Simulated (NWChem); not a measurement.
Species: CH$_{2}$ClFO$_{2}$Si; SMILES O=CO[Si@H](Cl)F

```xyz
8

O      0.7002    -2.2386    -0.4494
C     -0.1757    -2.0748     0.3475
O     -0.8091    -0.9107     0.5392
Si    -0.4316     0.4517    -0.3853
F     -1.5762     1.4971     0.0326
Cl     1.3670     1.2064     0.1826
H     -0.5760    -2.8572     1.0239
H     -0.5089     0.1929    -1.8303
```
Atoms are numbered in this order, from 1.

Computed with NWChem. Structure relaxed at the PBE0/def2-SVP level.

Q: What does the run give for Hartree-Fock/def2-SVP? Quantities: highest occupied level (eV); orbital gap (eV); dipole (D).

A: The highest occupied level (eV) is -13.14 and the orbital gap (eV) is 17.02. The dipole (D) is 1.41.
